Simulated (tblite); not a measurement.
C6H9NO2Si.
Cartesian coordinates in Å at the GFN2-xTB level; atoms count from 1:
```
atom  x, y, z in Å
C1    -1.3573    0.6559    1.7734
C2    -1.6569    0.9391    0.3025
Si3   -0.7598   -0.2371   -0.8889
C4    -0.6434   -2.1250   -0.3376
O5    -1.3689   -3.0814   -0.2088
C6     0.8048   -2.0037   -0.0977
C7     1.0273   -0.7143   -0.4239
N8     2.1689    0.0378   -0.4301
C9     2.0807    1.3289   -0.8420
O10    1.0571    1.8491   -1.2091
H11   -0.2994    0.7973    1.9862
H12   -1.9238    1.3288    2.4148
H13   -1.6230   -0.3671    2.0320
H14   -1.3764    1.9651    0.0650
H15   -2.7317    0.8604    0.1367
H16   -0.9968    0.0355   -2.3009
H17    1.4870   -2.7658    0.2438
H18    3.0569   -0.3558   -0.1445
H19    3.0449    1.8616   -0.8072
```

Computed with GFN2-xTB (tblite): harmonic, unscaled wavenumbers at the GFN2-xTB geometry, gas phase. The method is semi-empirical: single wavenumbers can be off by several per cent or more. Modes of hydrogen on silicon can be 10 to 20 % off. One conformer, not necessarily the lowest.

Harmonic wavenumbers (cm⁻¹): 38.2, 66.8, 85.7, 103.7, 113.6, 137.8, 234.0, 263.8, 295.0, 316.1, 376.6, 474.1, 513.0, 524.8, 564.7, 598.8, 599.7, 610.3, 633.4, 735.6, 763.9, 794.8, 819.8, 922.1, 979.0, 1016.5, 1022.5, 1073.1, 1104.8, 1150.8, 1234.1, 1240.3, 1286.0, 1349.8, 1368.8, 1416.0, 1468.3, 1505.9, 1509.8, 1605.3, 1726.7, 1767.4, 2305.5, 2824.4, 2984.6, 2997.7, 3018.3, 3024.6, 3032.3, 3077.5, 3370.5.

A = 1533, B = 983.6, C = 735.5 MHz; mass 155.040 u (most abundant isotopes); point group C1, symmetry number 1.

Question: Zero-point energy?

Answer: ½Σν̃ = 30523 cm⁻¹ = 365.14 kJ/mol.

Question: What is S at 500 K and 1 bar for an ideal gas of classical rigid rotors and harmonic oscillators?

Answer: Translation 182.51, rotation 132.18, vibration 245.89: S = 560.6 J/(mol K).

Question: And Cp and H(500 K) − H(0)?

Answer: Cp = 256.17 J/(mol K), of which vibrations give 222.92 (their classical limit is 51 R = 424.0); H(500 K) − H(0) = 77.55 kJ/mol without the zero-point energy, 60.93 from vibrations.

Question: What must be added to the electronic energy to get the Gibbs energy at 500 K and 1 bar?

Answer: ZPE + [H(500 K) − H(0)] − T·S = 365.14 + 77.55 − 280.29 = 162.40 kJ/mol.

Question: How do the functions run with temperature in this model?

Answer: 
```tsv
T (K)	S (J/(mol K))	Cp (J/(mol K))	H − H(0) (kJ/mol)	G − H(0) (kJ/mol)	ln q(vib)
150	349.6	112.5	11.16	-41.28	4.07
250	418.1	159.5	24.77	-79.76	7.30
298.15	448.1	181.0	32.97	-100.62	8.81
400	507.2	222.3	53.57	-149.31	11.94
600	609.8	283.9	104.60	-261.29	17.80
900	736.9	341.9	199.23	-463.99	25.81
```

q(vib) and H(0) count from the zero-point level.

Question: Blend soft modes into free rotors: weight 1/[1 + (100 cm⁻¹/ν̃)⁴] for the oscillator and the rest for a rotor with moment μB/(μ + B), μ = h/(8π²ν), B = 10⁻⁴⁴ kg m². What vibrational entropy results?

Answer: 224.50 J/(mol K) in place of 245.89, which changes −T·S at 500 K by +10.70 kJ/mol.

Hindered rotation and anharmonicity are outside this model. Other conformers, if any are populated, would add a mixing term that is left out. The structure is chiral; the term R ln 2 for an equal mix with its mirror image is left out.
